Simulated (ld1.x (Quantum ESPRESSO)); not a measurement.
# iron (Fe), RRKJ: configuration errors across variants

| Quantity | Value |
| --- | --- |
| Element | Fe |
| Generator | ld1.x (Quantum ESPRESSO) 7.5 |
| Type | norm-conserving RRKJ (Kleinman–Bylander form) |
| Functional | PBEsol |
| Relativity | scalar-relativistic |
| Frozen core | [Ar] |
| Valence charge | 8 |
| Reference configuration | 3d6 4s1.75 4p0 (charge +0.25) |
| Partial waves | 4p (bound, empty): rc 3.10 bohr; 3d (bound): rc 1.05 bohr; 4s (bound): rc 2.65 bohr |
| Local potential | the s channel |
| Core correction | Bessel-smoothed model core inside 0.60 bohr |

All-electron excitation energies from the reference (eV): (1) 3d6 4s2 4p0 -1.534; (2) 3d6 4s1 4p0 7.210; (3) 3d6 4s0 4p0 23.326; (4) 3d7 4s1 4p0 -2.335; (5) 3d5 4s2 4p1 7.242; (6) 3d6 4s1 4p1 2.600; (7) 3d4 4s0 4p0 110.563.

3 further variants failed, have other tests or another functional or relativity, and are left out.

Errors AE − PS in meV (a dash: test not solved or not reliable):

```csv
change,(1),(2),(3),(4),(5),(6),(7),bound ghosts
base,-0.1,-5.1,-51,-239,-497,-3.6,-2664,none
core correction Bessel-smoothed model core inside 0.46 bohr,-0.1,-5.1,-51,-239,-496,-3.6,-2662,none
"type PAW; waves now 4s (bound): rcut 2.30, rcutus 2.65 bohr; 4s channel at 3.95 Ry: rcut 2.30, rcutus 2.65 bohr; 4p (bound): rcut 2.70, rcutus 3.10 bohr; 4p channel at 0.4 Ry: rcut 2.70, rcutus 3.10 bohr; 3d (bound): rcut 0.90, rcutus 1.05 bohr; 3d channel at 0.15 Ry: rcut 0.90, rcutus 1.05 bohr; local potential all-electron potential smoothed inside 1.40 bohr (lloc = -2); augmentation PSQ, radius 1.00 bohr",+0.1,-1.1,-9.7,-65,-141,-0.4,-1626,none
wave 4s (bound): rc 2.65 bohr becomes 4s (bound): rc 3.90 bohr,+0.4,-10,-220,-114,-282,-21,-4474,none
wave 3d (bound): rc 1.05 bohr becomes 3d (bound): rc 1.04 bohr,-0.1,-5.1,-51,-239,-497,-3.6,-2664,none
wave 4p (bound): rc 3.10 bohr becomes 4p (bound): rc 2.54 bohr,-0.1,-5.1,-51,-239,-497,-3.0,-2664,none
```

(1) Give the same row for: all radii but the core radius scaled by about 1.26 (s 3.34, p 3.90, d 1.32 bohr).

Results:

(1) +0.3, -4.9, -108, -151, -299, -9.1, -3306; bound ghosts: none.
